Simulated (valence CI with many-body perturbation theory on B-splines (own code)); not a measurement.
Forbidden lines of Lu XXI

Method: relativistic CI+MBPT: five valence electrons over a frozen Dirac-Fock core [Kr] 4d10, radial functions for each j: 7 s, 7 p, 7 d, 7 f, 4 g, 2 h, with the one-electron correlation potential Σ1, the two-electron term Σ2, the three-electron term Σ3, Breit, model QED; selected CI, second order for the rest (own B-spline code, finite nucleus).

No measured levels were compared; by estimate terms of the open shell hold to a few per cent of their energy, and close levels can change places. Core correlation moves these levels by up to 2900 cm⁻¹, and in measured spectra 5 to 20 % of such shifts remained as error; rates that hang on mixing are uncertain with them. Among the levels kept, up to 900 cm⁻¹ of a level comes from second order outside the variational space, and about a tenth of that is noise between levels of different J, which matters for small intervals. Only levels of the ground parity were solved; by the run's estimate the other parity begins above the list, which can be wrong where configurations are misplaced.

Lines 1 to 50 of 120 in falling wavelength, among levels below 9.686 eV, chosen from the decays that carry over 1 % of a level's rate. Wavelengths and rates use the calculated energies, so an error of 2000 cm⁻¹ moves a line at 1895 nm by 38 % and its rate by three times that or more. Electric multipoles are in the length gauge, E1 and E2 with the static RPA response of the core. S is in atomic units (e²a₀⁴ for E2 and M2, e²a₀⁶ for E3), for M1 in squared Bohr magnetons. Weak lines are less certain than strong ones. Lines between different terms over intervals too small for the method are left out, as are lines whose strength nearly cancels. Where a level lies close to another of its J and parity, the split of strength between their lines is uncertain.

Names give the largest LS component (configuration and term), which can be under half, so a name can repeat, a term be missing and a line seem to break the LS rules; names also repeat where a configuration has a term twice. Letters in brackets count levels of one name in rising energy.

```
λ vac (nm)             Upper             Lower  Type   A (s⁻¹)  S (a.u.)
      2469      4f⁵ ⁴M°_21/2      4f⁵ ⁴M°_19/2    M1  1.60e+00  1.97e+01
      2240      4f⁵ ⁶H°_15/2      4f⁵ ⁶H°_13/2    M1  3.57e+00  2.38e+01
      1944       4f⁵ ⁶F°_7/2       4f⁵ ⁶F°_5/2    M1  9.55e+00  2.08e+01
      1915      4f⁵ ⁶H°_13/2      4f⁵ ⁶H°_11/2    M1  1.05e+01  3.82e+01
      1895       4f⁵ ⁴F°_3/2   4f⁵ ⁴G°_5/2 [a]    M1  3.26e+00  3.29e+00
      1792  4f⁵ ⁴L°_13/2 [a]      4f⁵ ⁴M°_15/2    M1  1.62e+00  4.85e+00
      1753      4f⁵ ⁶H°_11/2       4f⁵ ⁶H°_9/2    M1  1.77e+01  4.23e+01
      1752      4f⁵ ⁴I°_11/2       4f⁵ ⁴G°_9/2    M1  1.81e+00  4.32e+00
      1678       4f⁵ ⁶F°_9/2       4f⁵ ⁶F°_7/2    M1  1.21e+01  2.11e+01
      1663      4f⁵ ⁶F°_11/2       4f⁵ ⁶F°_9/2    M1  7.13e+00  1.46e+01
      1647       4f⁵ ⁶H°_9/2       4f⁵ ⁶H°_7/2    M1  2.24e+01  3.71e+01
      1630       4f⁵ ⁶H°_7/2       4f⁵ ⁶H°_5/2    M1  1.80e+01  2.31e+01
      1624      4f⁵ ⁴H°_11/2       4f⁵ ⁴G°_9/2    M1  3.09e+00  5.89e+00
      1500      4f⁵ ⁴M°_19/2      4f⁵ ⁴M°_17/2    M1  1.10e+01  2.75e+01
      1377       4f⁵ ⁶P°_3/2       4f⁵ ⁴P°_5/2    M1  9.70e+00  3.76e+00
      1110  4f⁵ ⁴K°_15/2 [a]  4f⁵ ⁴L°_13/2 [a]    M1  1.95e+01  1.58e+01
      1069       4f⁵ ⁴G°_9/2   4f⁵ ⁴G°_7/2 [a]    M1  2.77e+01  1.26e+01
      1032      4f⁵ ⁴L°_15/2      4f⁵ ⁴M°_17/2    M1  6.45e+00  4.21e+00
      1020      4f⁵ ⁴M°_17/2      4f⁵ ⁴M°_15/2    M1  2.94e+01  2.09e+01
     955.1   4f⁵ ⁴G°_7/2 [a]   4f⁵ ⁴G°_5/2 [a]    M1  4.25e+01  1.10e+01
     828.0       4f⁵ ⁶F°_7/2       4f⁵ ⁶H°_9/2    M1  1.19e+00  2.00e-01
     810.9       4f⁵ ⁶F°_9/2      4f⁵ ⁶H°_11/2    M1  6.95e-01  1.37e-01
     769.0       4f⁵ ⁶F°_5/2       4f⁵ ⁶H°_7/2    M1  1.14e+00  1.16e-01
     762.0      4f⁵ ⁶F°_11/2      4f⁵ ⁶H°_13/2    M1  3.13e-01  6.17e-02
     753.1  4f⁵ ⁴L°_13/2 [b]      4f⁵ ⁴K°_11/2    M1  4.65e+01  1.03e+01
     740.1  4f⁵ ⁴L°_13/2 [b]  4f⁵ ⁴L°_13/2 [a]    M1  4.56e+01  9.59e+00
     733.2       4f⁵ ⁴H°_7/2       4f⁵ ⁴P°_5/2    M1  1.09e+01  1.28e+00
     719.1      4f⁵ ⁴L°_15/2  4f⁵ ⁴L°_13/2 [a]    M1  9.89e+00  2.18e+00
     717.2   4f⁵ ⁴G°_5/2 [a]       4f⁵ ⁶F°_7/2    M1  1.44e+01  1.18e+00
     716.5       4f⁵ ⁴P°_5/2   4f⁵ ⁴G°_5/2 [a]    M1  3.64e+01  2.98e+00
     685.6  4f⁵ ⁴K°_15/2 [a]      4f⁵ ⁴M°_15/2    M1  6.30e+01  1.20e+01
     669.0       4f⁵ ²P°_1/2       4f⁵ ⁴F°_3/2    M1  4.52e+00  1.00e-01
     665.8      4f⁵ ⁴M°_15/2      4f⁵ ⁶H°_15/2    M1  2.56e+01  4.49e+00
     652.7      4f⁵ ⁴I°_11/2      4f⁵ ⁴K°_11/2    M1  9.45e+00  1.17e+00
     650.5       4f⁵ ⁴F°_5/2       4f⁵ ⁴F°_3/2    M1  1.06e+02  6.50e+00
     634.0      4f⁵ ⁴H°_11/2      4f⁵ ⁴K°_11/2    M1  3.77e+01  4.28e+00
     627.3       4f⁵ ⁶P°_3/2       4f⁵ ⁴F°_3/2    M1  5.56e+00  2.04e-01
     625.7      4f⁵ ⁴I°_11/2       4f⁵ ⁴I°_9/2    M1  5.49e+01  5.98e+00
     624.8      4f⁵ ⁴H°_11/2  4f⁵ ⁴L°_13/2 [a]    M1  1.85e+00  2.00e-01
     608.6      4f⁵ ⁴H°_11/2       4f⁵ ⁴I°_9/2    M1  3.40e+01  3.41e+00
     583.9       4f⁵ ⁴H°_7/2   4f⁵ ⁴G°_7/2 [a]    M1  3.05e+01  1.80e+00
     556.6      4f⁵ ⁴K°_13/2      4f⁵ ⁴K°_11/2    M1  4.90e+00  4.38e-01
     554.4       4f⁵ ⁶F°_9/2       4f⁵ ⁶H°_9/2    M1  1.66e+00  1.05e-01
     554.1       4f⁵ ⁴H°_7/2       4f⁵ ⁴I°_9/2    M1  3.56e+00  1.80e-01
     551.0       4f⁵ ⁶F°_7/2       4f⁵ ⁶H°_7/2    M1  6.57e+00  3.26e-01
     549.4      4f⁵ ⁴K°_13/2  4f⁵ ⁴L°_13/2 [a]    M1  7.23e+00  6.22e-01
     545.5       4f⁵ ⁶F°_3/2       4f⁵ ⁶H°_5/2    M1  5.54e+00  1.33e-01
     545.1      4f⁵ ⁶F°_11/2      4f⁵ ⁶H°_11/2    M1  2.20e-01  1.59e-02
     544.7       4f⁵ ⁶F°_1/2       4f⁵ ⁶H°_5/2    E2  2.96e-03  2.53e-02
     541.9   4f⁵ ⁴G°_7/2 [a]       4f⁵ ⁶F°_9/2    M1  1.60e+01  7.56e-01
```
